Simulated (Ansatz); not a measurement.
One change: `C[SiH](S)S` becomes `C[SiH](S)[SiH2][AlH2]`.

Ansatz, PBE0-D4/def2-TZVP geometries, multiplicity 1. Each molecule was computed in one conformer, which needn't be the lowest. `C[SiH](S)[SiH2][AlH2]` holds a close contact that its SMILES doesn't draw: Al···S 2.52 Å.

| property | `C[SiH](S)S` |
| --- | --- |
| HOMO–LUMO gap (PBE/def2-TZVPP) / eV | 5.20 |
| HOMO energy (PBE/def2-TZVPP) / eV | -6.08 |
| LUMO energy (ωB97M-V/def2-TZVPP) / eV | 1.91 |
| HOMO–LUMO gap (ωB97M-V/def2-TZVPP) / eV | 11.35 |
| size of the dipole moment (PBE/def2-TZVPP) / D | 0.84 |
| HOMO energy (PBE0/def2-TZVPP) / eV | -7.28 |

(1) What does the change do to each property? (Best estimate.)

Results:

(1) The calculation gave: 
```tsv
property	`C[SiH](S)[SiH2][AlH2]`	shift
HOMO–LUMO gap (PBE/def2-TZVPP) / eV	4.32	-0.88
HOMO energy (PBE/def2-TZVPP) / eV	-5.80	0.28
LUMO energy (ωB97M-V/def2-TZVPP) / eV	0.93	-0.98
HOMO–LUMO gap (ωB97M-V/def2-TZVPP) / eV	9.67	-1.68
size of the dipole moment (PBE/def2-TZVPP) / D	3.47	2.63
HOMO energy (PBE0/def2-TZVPP) / eV	-6.80	0.48
```

With PBE0 the HOMO rises by 0.48 eV and the LUMO falls by 0.74 eV, so the gap narrows by about 1.22 eV. PBE moves the HOMO by 0.28 eV and ωB97M-V by 0.70 eV. The zero-point energy changes by 57.6 kJ/mol with +12 modes. Dipoles are sizes alone; their direction can turn.
